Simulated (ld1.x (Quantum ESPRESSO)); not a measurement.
# Al (Z = 13): ultrasoft pseudisation with LDA (PZ), scalar-relativistic reference atom.

Al (Z = 13), ultrasoft, made with ld1.x (Quantum ESPRESSO) 7.5 (LDA (PZ), scalar-relativistic). Core [Ne], reference 3s2 3p1. Waves: 3s (bound): rcut 1.55, rcutus 1.90 bohr; 3s channel at 0.1 Ry: rcut 1.55, rcutus 1.90 bohr; 3p (bound): rcut 1.80, rcutus 1.90 bohr; 3p channel at 3.9 Ry: rcut 1.80, rcutus 1.90 bohr. Local part: all-electron potential smoothed inside 1.75 bohr (lloc = -1). Core correction: none. Augmentation charge: built from norm-conserving waves at rcut, not smoothed further.

* Cutoffs needed: 8 Ry and 18 Ry (the cutoffs (Ry, on a coarse ladder) from which the occupation-weighted sum of valence levels, in a spherical-Bessel basis at the reference potential, stays within 10 and 1 mRy of its value at 400 Ry)
* Ghost test: no extra level below or beside the all-electron valence levels (s, p, d, f tested) (spherical-Bessel basis up to 400 Ry, 20 bohr box)
* Largest excitation error: +79 meV (all-electron minus pseudo) for 3s1 3p0, out of 7 test configurations
* Lowest eigenvalue of the overlap operator: 0.30 (s channel)
